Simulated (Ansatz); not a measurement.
SiH2Me(OMe) (C₂H₈OSi). Charge 0, multiplicity 1. Geometry PBE0-D4/def2-SVP; atoms count from 1.

```xyz
12

C     0.885    1.472   -1.218
C    -0.749   -1.863    0.743
O    -0.151   -0.936   -0.115
Si    0.036    0.682    0.239
H    -1.304    1.308    0.490
H     0.849    0.839    1.490
H     1.038    2.548   -1.042
H     0.281    1.353   -2.130
H     1.867    1.007   -1.393
H    -0.215   -1.945    1.709
H    -0.734   -2.855    0.265
H    -1.804   -1.610    0.962
```

Estimate the Mulliken populations from the PBE0/def2-TZVP orbitals of Ansatz.


| atom | charge (e) |
| --- | --- |
| C1 | -0.49 |
| C2 | -0.21 |
| O3 | -0.35 |
| Si4 | 0.38 |
| H5 | -0.05 |
| H6 | -0.05 |
| H7 | 0.14 |
| H8 | 0.14 |
| H9 | 0.14 |
| H10 | 0.12 |
| H11 | 0.13 |
| H12 | 0.12 |
Mulliken values depend strongly on the basis.

And the Mayer bond orders between heavy atoms (over 0.3)?

C1–Si4 1.03 (1.86 Å); C2–O3 0.97 (1.40 Å); O3–Si4 1.14 (1.67 Å).
